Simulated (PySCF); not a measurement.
H7Si3, SMILES [SiH2][SiH2][SiH3] (connectivity only; charge and spin as stated), charge +1, multiplicity 1. Atoms are numbered in the order given.

```xyz
10

Si     0.4721     1.8355     0.0000
Si    -1.0228     0.0648     0.0000
Si     0.4955    -1.8105     0.0000
H      1.0967     2.3793     1.2335
H      1.0967     2.3793    -1.2335
H     -1.8053     0.1849    -1.2566
H     -1.8053     0.1849     1.2566
H     -0.4358    -2.9680     0.0000
H      1.3136    -1.7089    -1.2338
H      1.3136    -1.7089     1.2338
```
Charge +1, spin multiplicity 1.

Geometry: B3LYP-D3(BJ)/def2-SVP. The spin state was assumed, not searched. The isomer is the one that the SMILES or the coordinates give; other isomers of the formula were not compared.

Level of theory: PySCF with B3LYP-D3(BJ)/def2-SVP.

Frequencies are harmonic and unscaled.

Computed vibrational spectrum:
```
mode  ν (cm⁻¹)  IR (km/mol)  Raman (Å⁴/amu)  depolarisation  moving atoms (share of kinetic energy)
----  --------  -----------  --------------  --------------  --------------------------------------
1           52          0.0             0.0               –                                  H 95 %
2           69          5.7             4.4            0.69                         Si 83 %, H 17 %
3          150          0.1            11.2            0.75                                  H 95 %
4          341         13.7             1.1            0.75                                  H 98 %
5          344         19.1            50.8            0.25                         Si 61 %, H 39 %
6          371          1.5            11.5            0.07                         Si 75 %, H 25 %
7          385          0.7             0.5            0.75                                  H 96 %
8          455          6.8            35.6            0.19                         Si 52 %, H 48 %
9          578          5.6             5.6            0.75                         H 81 %, Si 19 %
10         611         13.5            15.5            0.59                         H 84 %, Si 16 %
11         655         39.9            14.9            0.50                         H 86 %, Si 14 %
12         664          0.1            19.1            0.75                                  H 94 %
13         832        332.5            11.2            0.45                                  H 93 %
14         883         77.3            24.8            0.69                                  H 96 %
15         913         27.1            22.4            0.75                                  H 97 %
16         931         67.8            13.7            0.72                                  H 97 %
17         953         77.1            10.2            0.64                                  H 94 %
18        2237          6.6           113.8            0.64                                  H 98 %
19        2240          3.5           489.4            0.01                                  H 99 %
20        2251         14.5           256.0            0.12                                  H 98 %
21        2265          0.1           189.7            0.75                                  H 95 %
22        2270         18.2           203.2            0.73                                  H 96 %
23        2276         27.4            39.7            0.75                                  H 95 %
24        2287         15.6            99.2            0.75                                  H 95 %
```
